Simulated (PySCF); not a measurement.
Cd(Br)(SeH) (BrCdHSe), SMILES [SeH][Cd][Br]. Heavy atoms are numbered as in [Cd:1]([Br:2])[SeH:3]. Hydrogens are named by the atom that carries them.

Geometry: r2SCAN-D4/def2-SVP. The structure was generated by enumeration; whether it is a known compound was not checked. The def2 effective core potentials stand for the cores of Cd; spin–orbit coupling is left out. The values are those of a single conformer.

These are PBE/def2-TZVPD (PySCF) values and carry that method's errors.

Mulliken values depend strongly on the basis, most of all with diffuse functions as here. ESP charges are fitted to the potential on shells at 1.4 to 2.0 van der Waals radii. Atomic charges (e), one atom of each kind:

```tsv
atom	ESP fit	Mulliken
Cd1	…	0.53
Br2	…	-0.30
Se3 (SeH)	…	-0.38
H on Se3	…	0.15
```

Question: What belongs in the gaps? (An estimate is asked for; the answer gives what the named calculation found.)

Answer: 
- Cd1, ESP fit: 0.48
- Br2, ESP fit: -0.30
- Se3 (SeH), ESP fit: -0.27
- H on Se3, ESP fit: 0.09
